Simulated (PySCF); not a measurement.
## How methods differ on the excitation energy of Zn²⁺

Zn²⁺ [Ar] 3d10 (1S) → Zn²⁺ [Ar] 3d9 4s1 (3D), as a difference of total energies. Calculation: PySCF 2.14, in def2-TZVPPD; the non-relativistic Hamiltonian (point nucleus). Correlated levels: valence: [Ar] frozen; valence and next inner shell: [Ne] frozen. The calculations carry no spin-orbit coupling.

```csv
method,excitation energy (cm⁻¹)
UHF,71473
LDA,85389
PBE,82548
PBE0,81596
r2SCAN,80858
wB97M-V,84113
TPSS,82531
wB97X,85298
BP86,82650
MP2 (valence),89071
SCS-MP2 (valence),87447
MP2 (valence and next inner shell),92322
SCS-MP2 (valence and next inner shell),90012
```

A first-order spin-orbit estimate (lowest level to lowest level, LS coupling) adds -0.138 eV.
